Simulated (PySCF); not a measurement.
## Fe⁺: excitation energy

Fe⁺ [Ar] 3d6 4s1 (6D) → Fe⁺ [Ar] 3d7 (4F), as a difference of total energies. Computed with PySCF 2.14 in aug-cc-pVQZ-DK, with scalar relativity by spin-free X2C-1e. Correlated levels: valence: [Ar] frozen. The calculations carry no spin-orbit coupling.

Problem. Order these methods by the excitation energy they give, lowest first.
A. UHF
B. MP2 (valence)
C. LDA
D. r2SCAN

Solution. C (759.21 cm⁻¹), B (1704.3 cm⁻¹), D (3288.8 cm⁻¹), A (15428 cm⁻¹).

For comparison: 2000.3 cm⁻¹ (measured; NIST levels, between the centres of gravity of the two terms).
